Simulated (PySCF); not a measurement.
Potassium hydride, KH.
Structure used (PBE0-D3(BJ)/def2-TZVP), in Å, numbered top down from 1:
```
atom  x, y, z in Å
K1     1.1404   -0.0330    0.0027
H2    -1.1230    0.0042   -0.0149
```

Computed, not measured: PySCF, PBE0-D3(BJ)/def2-TZVP geometry optimisation, gas phase.

Take the most abundant isotopes and a rigid rotor. 

Task: What are the moment of inertia and the rotational constant?

Result: I = 5.035 u·Å², B = 505379 MHz·u·Å²/I = 100383 MHz (3.3484 cm⁻¹, or 4.818 K as hB/k). For two atoms I = μr² with μ = 0.9824 u and r = 2.2638 Å.

Task: List the first levels of a rigid rotor in a Σ state.

Result: E(J) = BJ(J+1): J = 1: 6.697, J = 2: 20.091, J = 3: 40.181, J = 4: 66.968, J = 5: 100.453, J = 6: 140.634 cm⁻¹.

Task: Where do the first rotational lines fall?

Result: The dipole is 7.82 D; J+1 ← J lies at 2B(J+1): 1 ← 0 at 200.77 GHz, 2 ← 1 at 401.53 GHz, 3 ← 2 at 602.30 GHz, 4 ← 3 at 803.07 GHz, 5 ← 4 at 1003.83 GHz, 6 ← 5 at 1204.60 GHz.

Task: Estimate the classical rotational partition function at 50 K and 500 K.

Result: Point group C∞v, symmetry number σ = 1; q = kT/(σhB), k/h = 20836.6 MHz/K: 10.4 at 50 K, 104 at 500 K.

Not checked by PBE0-D3(BJ)/def2-TZVP frequencies. No vibrational averaging or centrifugal distortion is included, and the geometry carries the error of its method.
